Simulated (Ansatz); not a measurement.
`FC/C(F)=C\C(F)(F)F`. Charge 0, multiplicity 1.

```xyz
12

F    -1.143    0.175    2.345
C    -0.402   -0.545    1.436
C     0.568    0.353    0.754
F     1.414    0.926    1.608
C     0.694    0.605   -0.539
C    -0.203    0.034   -1.586
F    -1.498    0.311   -1.373
F     0.119    0.529   -2.784
F    -0.111   -1.305   -1.671
H    -1.075   -1.014    0.718
H     0.148   -1.318    1.983
H     1.488    1.251   -0.890
```

Task: What are the harmonic wavenumbers in cm⁻¹ at PBE0-D4/def2-TZVP (Ansatz, finite differences of forces, unscaled)? (An estimate is asked.)

Result: Ansatz gave: 26, 70, 147, 163, 244, 315, 380, 427, 467, 546, 588, 674, 708, 855, 861, 934, 1024, 1099, 1147, 1166, 1248, 1275, 1335, 1365, 1426, 1487, 1782, 3066, 3154, 3235.

Task: Is this a minimum?

Result: Yes, all 30 modes are real.

Task: Give the ideal-gas thermochemistry at 298.15 K and 1 bar (rigid rotor, harmonic oscillator; point group C1, symmetry number 1).

Result: Zero-point energy 186.7 kJ/mol; H(298) − E = 211.4 kJ/mol; entropy 393.1 J/(mol·K), of which translation 171.0, rotation 122.6, vibration 99.4; G(298) − E = 94.2 kJ/mol. Modes under 100 cm⁻¹ are hindered rotations or soft bends, so the harmonic entropy is rough.

Task: And at 400, 500, 600, 800 and 1000 K?

Result: 
```
T (K)  H − E (kJ/mol)  S (J/mol/K)  G − E (kJ/mol)
  400           225.9        434.7            52.0
  500           242.6        471.9             6.7
  600           261.2        505.7           -42.3
  800           302.6        565.2          -149.5
 1000           348.0        615.7          -267.7
```

Task: Rotational constants (cm⁻¹)?

Result: 0.09139, 0.03305, 0.02868.
